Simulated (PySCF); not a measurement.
# RuF⁺ from Hartree–Fock to correlated methods

State: ⁵Δ (quintet), unpaired electrons σ ↑, π ↑↑, δ ↑. Set-up: PySCF, scalar-relativistic core potentials, basis sets Ru def2-TZVPPD with ECP28, F def2-TZVPPD. De refers to Ru⁺ (4d7) + F in their high-spin ground configurations, without counterpoise correction. The functionals are run spin-unrestricted. A positive dipole points towards F; it is taken about the centre of mass and depends on that origin.

```csv
Level,Re (Å),ωe (cm⁻¹),De (eV),μ (D)
UHF,1.848,706,n/a,-6.18
UHF-MP2,1.810,726,n/a,n/a
UHF-SCS-MP2,1.822,715,n/a,n/a
UHF-CCSD,1.821,722,3.21,n/a
UHF-CCSD(T),1.823,712,3.47,n/a
LDA,1.787,729,5.28,-3.43
PBE,1.820,681,4.25,-3.65
BLYP,1.836,664,4.05,-3.71
r²SCAN,1.809,706,4.08,-4.01
M06-L,1.833,677,3.46,-4.12
TPSSh,1.817,703,3.70,-4.10
PBE0,1.809,715,3.54,-4.30
LC-ωPBE,1.811,726,3.57,-4.61
B2PLYP,1.822,705,3.55,-5.07
```

Task: Which functional lies closest to UHF-CCSD(T) in De, which farthest, and by how much do they differ from it?

Result: Closest is M06-L (+1.0 pm in Re, -4.9 % in ωe, -0.01 eV in De against UHF-CCSD(T) in the same basis), farthest LDA (-3.6 pm in Re, +2.4 % in ωe, +1.81 eV in De). CCSD(T) converges more slowly with the basis than the functionals do and binds too weakly in this one, so the order can change at the basis-set limit.

Task: What does a quarter of exact exchange do here, going from PBE to PBE0?

Result: PBE0 less PBE: -1.1 pm in Re, +5.0 % in ωe, -0.71 eV in De. Exact exchange removes part of the self-interaction that spreads semilocal densities, and in most molecules shortens and stiffens the bond and lowers De; so it does here.

Task: What does the gradient correction do here, going from LDA to PBE?

Result: PBE less LDA: +3.3 pm in Re, -6.6 % in ωe, -1.03 eV in De. The gradient correction favours the more uneven density of free atoms, so it tends to lengthen bonds and takes away much of the overbinding of LDA; so it does here.

Correlated steps freeze 1 core orbital. The metal atom is held in its measured ground configuration; semilocal functionals can put another filling of s and d lower by some tenths of an eV, and De to that atom would be smaller. Spin–orbit coupling is left out, which matters for elements this heavy, above all for dissociation energies. For an ion De counts to the pair picked by the measured ionisation energies or electron affinities, which need not be the lowest pair at this level. B2PLYP dipoles, levels and charges come from its SCF part alone. With d or f electrons several states lie close, and the lowest PBE0 determinant need not be the measured ground state.

The whole job (state search and all levels along the bond) took about 26 min on 2 threads of Arm Neoverse V1 (shared host), peak memory 4.5 GiB.
